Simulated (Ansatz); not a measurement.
FH5O2Si2, SMILES `O[SiH2][SiH](O)F` at its PBE0-D4/def2-TZVP geometry, where that method's forces vanish. Charge 0, multiplicity 1.

| atom | x (Å) | y (Å) | z (Å) |
| --- | --- | --- | --- |
| O1 | -0.924 | 1.142 | 0.994 |
| Si2 | -1.144 | -0.145 | -0.036 |
| Si3 | 1.099 | -0.640 | -0.539 |
| O4 | 1.945 | 0.702 | -0.141 |
| F5 | 1.564 | -1.893 | 0.343 |
| H6 | -1.693 | 1.546 | 1.398 |
| H7 | -1.935 | 0.256 | -1.236 |
| H8 | -1.885 | -1.253 | 0.631 |
| H9 | 1.436 | -0.979 | -1.940 |
| H10 | 1.538 | 1.264 | 0.525 |

Q: For each bond, give half the difference of the two atoms' forces along it (eV/Å; positive pushes the atoms apart) under PBE-D4, r2SCAN-D4, B3LYP-D4, ωB97M-V in def2-TZVPP. (Estimate.)

A: The calculation gave: 
```
   bond  length (Å)  PBE-D4  r2SCAN-D4  B3LYP-D4  ωB97M-V
 O1–Si2       1.663    0.32       0.06      0.17     0.18
  O1–H6       0.958    0.33       0.02     -0.02    -0.06
Si2–Si3       2.351   -0.21      -0.03      0.02    -0.06
 Si2–H7       1.492    0.03      -0.03     -0.11    -0.13
 Si2–H8       1.490    0.04      -0.02     -0.11    -0.14
 Si3–O4       1.635    0.32       0.08      0.13     0.12
 Si3–F5       1.602    0.48       0.05      0.18     0.16
 Si3–H9       1.480    0.00      -0.04     -0.16    -0.19
 O4–H10       0.962    0.32      -0.01     -0.03    -0.07
```

B3LYP here is the variant with VWN-RPA as its local correlation; programs differ in this.

Computed with Ansatz.
